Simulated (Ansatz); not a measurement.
Basis-set series for BBrHS (`S[B]Br`) radical. Charge 0, multiplicity 2. Geometry: relaxed with PBE0-D4/def2-TZVP. It is one conformer, not always the lowest.

Cartesian coordinates in Å:
```
S -0.869 -0.636 -0.274
B 0.543 0.305 0.195
Br 0.771 2.142 -0.147
H -0.445 -1.810 0.226
```

```tsv
functional	basis	functions	energy (Eh)	HOMO (eV)	LUMO (eV)
PBE0-D4	def2-TZVPP	135	-2997.34170	-6.11	-1.95
PBE0-D4	def2-QZVPP	246	-2997.40755	-6.12	-1.98
ωB97M-V	def2-TZVPP	135	-2997.62741	-7.93	-0.45
ωB97M-V	def2-QZVPP	246	-2997.69058	-7.95	-0.49
```

Question: Give the rows for def2-SVP. (An estimate is asked.)

Answer: Computed: 
```csv
functional,basis,functions,energy (Eh),HOMO (eV),LUMO (eV)
PBE0-D4,def2-SVP,69,-2996.86675,-6.01,-1.73
ωB97M-V,def2-SVP,69,-2997.15383,-7.79,-0.09
```

HOMO and LUMO are taken over both spins. Scalar relativity is left out up to krypton.
